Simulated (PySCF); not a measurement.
# EPR parameters of C5H14NSi

Compound: C₅H₁₄NSi (doublet state).
Cartesian coordinates in Å at the GFN2-xTB level; atoms count from 1:
```xyz
21
C5H14NSi angstrom
C      3.371   -0.277    0.044
Si     1.767    0.235    0.911
N      0.484   -0.199   -0.143
C     -0.934   -0.051    0.106
C     -1.688   -1.069   -0.758
C     -1.397    1.370   -0.251
C     -1.219   -0.325    1.581
H      3.468    0.213   -0.923
H      3.423   -1.348   -0.123
H      4.230    0.008    0.643
H      1.803    1.659    1.295
H      0.684   -0.214   -1.135
H     -1.347   -2.075   -0.527
H     -1.512   -0.878   -1.815
H     -2.758   -1.011   -0.573
H     -0.869    2.095    0.364
H     -1.188    1.585   -1.297
H     -2.466    1.479   -0.082
H     -2.291   -0.316    1.763
H     -0.750    0.432    2.203
H     -0.820   -1.295    1.861
```

The hyperfine couplings belong to this conformer and change with its torsions.

Identity: `C[SiH]NC(C)(C)C` [radical].

Theory: UKS B3LYP, pcH-1 on C H N Si, non-relativistic, mean-field spin-orbit, GIAO (PySCF). One conformer (not necessarily the lowest) at the GFN2-xTB geometry, without solvent, vibrations or thermal averaging. A GFN2-xTB geometry isn't a minimum of the functional, and hyperfine couplings can be far from their values at a DFT geometry, by a factor of two or more for some ions and for spin on atoms past the first row. No stability test was run, so a lower SCF solution isn't excluded.

```
g1, g2, g3        : 2.00217, 2.00289, 2.00365
g_iso             : 2.00290
Form of g         : rhombic: the two nearest values differ by 48 % of g3 − g1
⟨S²⟩              : 0.7514 (exact 0.7500)
α and β electrons : 33, 32
Total energy      : -543.23171 Eh
```

Isotropic coupling and dipolar principal values T1 to T3, in 10⁻⁴ cm⁻¹; ρ(0) is the spin density at the nucleus (1 × 10⁻⁴ cm⁻¹ = 2.998 MHz):

```json
{"atom": "C1", "isotope": "13C", "a_iso": "6.0", "of which spin–orbit": "0.0", "T1": "-1.1", "T2": "-0.9", "T3": "2.0", "Mulliken spin population": "0.00", "ρ(0) (bohr⁻³)": "0.0161"}
{"atom": "Si2", "isotope": "29Si", "a_iso": "-188.2", "of which spin–orbit": "0.3", "T1": "-50.8", "T2": "24.5", "T3": "26.3", "Mulliken spin population": "0.85", "ρ(0) (bohr⁻³)": "0.6358"}
{"atom": "N3", "isotope": "14N", "a_iso": "7.7", "of which spin–orbit": "0.0", "T1": "-1.4", "T2": "-1.3", "T3": "2.8", "Mulliken spin population": "0.05", "ρ(0) (bohr⁻³)": "0.0714"}
{"atom": "C4", "isotope": "13C", "a_iso": "-0.9", "of which spin–orbit": "0.0", "T1": "-0.2", "T2": "-0.1", "T3": "0.4", "Mulliken spin population": "0.00", "ρ(0) (bohr⁻³)": "-0.0023"}
{"atom": "C5", "isotope": "13C", "a_iso": "-0.2", "of which spin–orbit": "0.0", "T1": "-0.1", "T2": "-0.1", "T3": "0.2", "Mulliken spin population": "0.00", "ρ(0) (bohr⁻³)": "-0.0006"}
{"atom": "C6", "isotope": "13C", "a_iso": "1.3", "of which spin–orbit": "0.0", "T1": "-0.2", "T2": "-0.1", "T3": "0.3", "Mulliken spin population": "0.00", "ρ(0) (bohr⁻³)": "0.0035"}
{"atom": "C7", "isotope": "13C", "a_iso": "1.4", "of which spin–orbit": "0.0", "T1": "-0.5", "T2": "-0.2", "T3": "0.7", "Mulliken spin population": "0.01", "ρ(0) (bohr⁻³)": "0.0036"}
{"atom": "H8", "isotope": "1H", "a_iso": "16.8", "of which spin–orbit": "0.0", "T1": "-1.1", "T2": "-0.1", "T3": "1.2", "Mulliken spin population": "0.02", "ρ(0) (bohr⁻³)": "0.0112"}
{"atom": "H9", "isotope": "1H", "a_iso": "1.8", "of which spin–orbit": "0.0", "T1": "-1.3", "T2": "-0.9", "T3": "2.1", "Mulliken spin population": "0.00", "ρ(0) (bohr⁻³)": "0.0012"}
{"atom": "H10", "isotope": "1H", "a_iso": "0.0", "of which spin–orbit": "0.0", "T1": "-1.2", "T2": "-0.8", "T3": "2.0", "Mulliken spin population": "0.00", "ρ(0) (bohr⁻³)": "0.0000"}
{"atom": "H11", "isotope": "1H", "a_iso": "46.4", "of which spin–orbit": "0.0", "T1": "-2.8", "T2": "0.2", "T3": "2.7", "Mulliken spin population": "0.07", "ρ(0) (bohr⁻³)": "0.0311"}
{"atom": "H12", "isotope": "1H", "a_iso": "11.9", "of which spin–orbit": "0.0", "T1": "-2.0", "T2": "-0.8", "T3": "2.8", "Mulliken spin population": "0.01", "ρ(0) (bohr⁻³)": "0.0080"}
{"atom": "H13", "isotope": "1H", "a_iso": "0.0", "of which spin–orbit": "0.0", "T1": "-0.4", "T2": "-0.4", "T3": "0.7", "Mulliken spin population": "0.00", "ρ(0) (bohr⁻³)": "0.0000"}
{"atom": "H14", "isotope": "1H", "a_iso": "-0.1", "of which spin–orbit": "0.0", "T1": "-0.3", "T2": "-0.3", "T3": "0.6", "Mulliken spin population": "0.00", "ρ(0) (bohr⁻³)": "0.0000"}
{"atom": "H15", "isotope": "1H", "a_iso": "-0.1", "of which spin–orbit": "0.0", "T1": "-0.2", "T2": "-0.2", "T3": "0.4", "Mulliken spin population": "0.00", "ρ(0) (bohr⁻³)": "-0.0001"}
{"atom": "H16", "isotope": "1H", "a_iso": "-0.1", "of which spin–orbit": "0.0", "T1": "-0.6", "T2": "-0.4", "T3": "1.0", "Mulliken spin population": "0.00", "ρ(0) (bohr⁻³)": "-0.0001"}
{"atom": "H17", "isotope": "1H", "a_iso": "-0.1", "of which spin–orbit": "0.0", "T1": "-0.4", "T2": "-0.3", "T3": "0.7", "Mulliken spin population": "0.00", "ρ(0) (bohr⁻³)": "-0.0001"}
{"atom": "H18", "isotope": "1H", "a_iso": "0.0", "of which spin–orbit": "0.0", "T1": "-0.3", "T2": "-0.3", "T3": "0.5", "Mulliken spin population": "0.00", "ρ(0) (bohr⁻³)": "0.0000"}
{"atom": "H19", "isotope": "1H", "a_iso": "1.1", "of which spin–orbit": "0.0", "T1": "-0.5", "T2": "-0.3", "T3": "0.9", "Mulliken spin population": "0.00", "ρ(0) (bohr⁻³)": "0.0007"}
{"atom": "H20", "isotope": "1H", "a_iso": "1.3", "of which spin–orbit": "0.0", "T1": "-1.5", "T2": "-0.7", "T3": "2.3", "Mulliken spin population": "0.00", "ρ(0) (bohr⁻³)": "0.0008"}
{"atom": "H21", "isotope": "1H", "a_iso": "0.7", "of which spin–orbit": "0.0", "T1": "-1.1", "T2": "-0.6", "T3": "1.7", "Mulliken spin population": "0.00", "ρ(0) (bohr⁻³)": "0.0005"}
```

The largest Mulliken spin populations are on Si2 (+0.85) and H11 (+0.07). Si2 is the only atom above +0.15. The angles at Si2 add up to 332.5°, so it is pyramidal.

Axes: g3 points within 13° of the Si2–N3 bond.

Under fast tumbling the dipolar parts average out, and these isotropic splittings remain: 1 × 1H (H11, I = 1/2, 2 lines) with 4.96 mT, 1 × 1H (H12, I = 1/2, 2 lines) with 1.28 mT, 1 × 14N (N3, I = 1, 3 lines) with 0.82 mT, 3 × 1H (H8/H9/H10, I = 1/2, 4 lines) with 0.66 mT and 9 × 1H (H13 (×9), I = 1/2, 10 lines) with 0.03 mT.

Means are taken over nuclei equivalent by connectivity, which assumes that they swap fast. The three 1H nuclei of mean +18.6 MHz run from 0.1 to 50.2 MHz in the frozen geometry.

The 13C coupling of C1 (18.1 MHz) shows only in satellite lines or after enrichment, since that isotope makes up about 1.07 % of natural carbon.

The 29Si coupling of Si2 (-564.1 MHz) shows only in satellite lines or after enrichment, since that isotope makes up about 4.7 % of natural silicon.

On Arm Neoverse V2, one thread, on a shared host, this took 1.9 min of wall time (with the writing of density and orbital grids) and 1.1 GiB of memory at its peak.
